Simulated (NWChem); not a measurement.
System: SiH3O cation; SMILES [OH+]=[SiH2]

Here is an NWChem input.

```
start job
memory heap 200 mb stack 900 mb global 1100 mb
charge 1
geometry units angstroms noautoz
  O     -0.151604    -1.089374     0.000000
  Si    -0.050471     0.495105     0.000000
  H      0.569462    -1.745977     0.000000
  H      1.255118     1.175440     0.000000
  H     -1.355214     1.162261     0.000000
end
basis spherical
  O library sto-3g
  Si library sto-3g
  H library sto-3g
end
dft
  xc xpbe96 cpbe96
  iterations 150
  mulliken
end
task dft energy
```

Geometry: optimised at B3LYP/6-31G* (spherical d).

Problem. What results follow from this input? (PBE/STO-3G.) Quantities: basis functions; energy (Ha); highest occupied level (eV); orbital gap (eV).

Solution. 
| Property | Value |
|---|---|
| number of basis functions | 17 |
| energy (Ha) | -361.62 |
| highest occupied level (eV) | -12.57 |
| orbital gap (eV) | 4.95 |
